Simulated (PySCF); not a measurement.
Harmonic spectrum computed at PBE0 in the def2-SVP basis family (core potentials from Rb on, PySCF, no spin–orbit coupling):

| symmetry | ω (cm⁻¹) | IR (km/mol) |
| --- | --- | --- |
| a1 | 102 | 0.0 |
| a1 | 343 | 2.4 |
| b2 | 360 | 36.4 |

Question: Which molecule gave it? In each, all ligands are bound to the one heavy central atom.
A. WSe₂ (triplet)
B. TcSe₂ (quartet)
C. ReSe₂ (quartet)
D. MoSe₂ (triplet)

Answer: A. It has C2v symmetry with W–Se 2.254 Å (×2).
